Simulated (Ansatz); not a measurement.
Cartesian coordinates (Å):
```xyz
7

B      1.4137    -0.2179     0.0339
C      0.1323     0.3028    -0.0532
N     -1.1791    -0.1582    -0.2403
H      2.5443    -0.5343     0.0642
H      0.2247     1.3975    -0.0575
H     -1.2814    -1.1445    -0.0550
H     -1.8545     0.3545     0.3079
```
Charge 0, multiplicity 1.

All values below come from Ansatz (an electronic-structure program) with frozen-core CCSD(T)/cc-pVTZ // PBE0-D3(BJ)/def2-TZVP.

The HF energy is -119.28107 Ha and the MP2 correlation energy comes out as -0.46835 Ha.

Task: Estimate the CCSD correlation energy, the (T) correction, the total energy and the T1 diagnostic.

Result: 
```
Item                            Result
-----------------------  -------------
CCSD correlation energy    -0.49531 Ha
(T) correction             -0.02097 Ha
CCSD(T) total energy     -119.79734 Ha
T1 diagnostic                    0.013
```
